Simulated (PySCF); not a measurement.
# TaN(OH)₂ → H₂TaN + O₂

Level: PBE0 in the def2-TZVP basis family, computed in PySCF with density fitting; scalar-relativistic core potentials for atoms from Rb on, none lighter, no spin–orbit coupling; open shells unrestricted.

```tsv
species	state and structure	E (Eh)	ZPE (kJ/mol)	H(298 K) − H(0) (kJ/mol)	S° (J/(mol K))
TaN(OH)₂	singlet, C1, O–H 0.959 Å, O–H 0.961 Å, Ta–N 1.695 Å, Ta–O 1.922 Å, Ta–O 1.939 Å; H–O–Ta 119.2°, H–O–Ta 121.3°, N–Ta–O 103.6°, N–Ta–O 106.4°, O–Ta–O 111.8°	-263.32171	79.2	16.6	320.0
H₂TaN	singlet, Cs, Ta–H 1.774 Å (×2), Ta–N 1.679 Å; H–Ta–H 104.5°, H–Ta–N 98.4° (×2)	-112.81314	39.8	11.2	267.3
O₂	triplet, D∞h, O–O 1.193 Å	-150.23561	10.3	8.7	204.9
```

**Question.** What is the electronic reaction energy?

**Answer.** At PBE0/def2-TZVP, ΔE = 716.7 kJ/mol from the differences of the total energies times 2625.5, uphill. 

**Question.** Add zero-point, thermal and entropy terms for 298.15 K and 1 bar.

**Answer.** ΔZPE = -29.1 and Δ[H(298) − H(0)] = 3.3 kJ/mol give ΔH° = 690.9 kJ/mol. ΔS° = 152.2 J/(mol K), so ΔG° = 690.9 − 298.15 × (0.1522) = 646 kJ/mol.

Spin–orbit coupling can matter for TaN(OH)₂, H₂TaN and is left out. The structures come from searches over a few start shapes, so lower isomers are not excluded.
